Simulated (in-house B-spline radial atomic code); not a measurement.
# OLYP excitations of Sc IV (Sc3+)

Method: OLYP. Computed with an all-electron radial atomic-structure program (B-spline basis): linear response of the closed shell [Ne] 3s2 3p6 with the functional's adiabatic kernel; scalar-relativistic (spin-free one-electron X2C), finite nucleus, no spin-orbit coupling, no double excitations, S, P, D and F terms only. Only terms of natural parity with L up to 3 were computed.

Command:
```bash
python run_td.py task.json out
```
Settings (radii: box in bohr, nucleus in fm):
```
Z                        21
electrons                18
configuration            [Ne] 3s2 3p6
hamiltonian              x2c
method                   optx,lyp
box_radius               23.08
rms_radius               3.5459
intervals                73
```

Cost of the run: 0.8 s on 1 thread of Arm Neoverse N1, with other jobs on the host.

The lowest states, in the order of their Tamm-Dancoff energies; the method's threshold (minus the highest occupied level) is 64.81 eV. Labels give the largest channel, * marks a mixed state, and oscillator strengths are full-response dipole values. Semilocal kernels can invert the small singlet-triplet splittings of Rydberg terms. Energies in eV:

| state | full response | Tamm-Dancoff | oscillator strength |
| --- | --- | --- | --- |
| 3p → 3d 3P | 29.676 | 29.817 | - |
| 3p → 3d 3F | 30.28 | 30.41 | - |
| 3p → 3d 1F | 32.98 | 33.00 | - |
| 3p → 4s 3P | 38.63 | 38.65 | - |
| 3p → 4s 1P | 39.19 | 39.21 | 0.519 |
| 3p → 3d 1P | ? | ? | ? |
| 3p → 4p 3S | 43.55 | 43.59 | - |
| 3p → 4p 3D | ? | ? | - |
| 3p → 4p 1D | 44.14 | 44.15 | - |
| 3p → 4p 1S | 46.29 | 46.49 | - |

**Question.** Where does 3p → 3d 1P lie?

**Answer.** At 41.85 eV in full response, 43.38 eV in Tamm-Dancoff, oscillator strength 3.94.

**Question.** Where does 3p → 4p 3D lie?

**Answer.** At 43.75 eV in full response, 43.76 eV in Tamm-Dancoff.

**Question.** How large is the singlet-triplet splitting of 3p → 3d (F terms) in Tamm-Dancoff?

**Answer.** 2.59 eV, from the unrounded values.

**Question.** What polarisabilities and dispersion coefficient does the method give?

**Answer.** Dipole 2.141 bohr³, quadrupole 3.598 bohr⁵, C6 5.656 hartree·bohr⁶ for two such species.
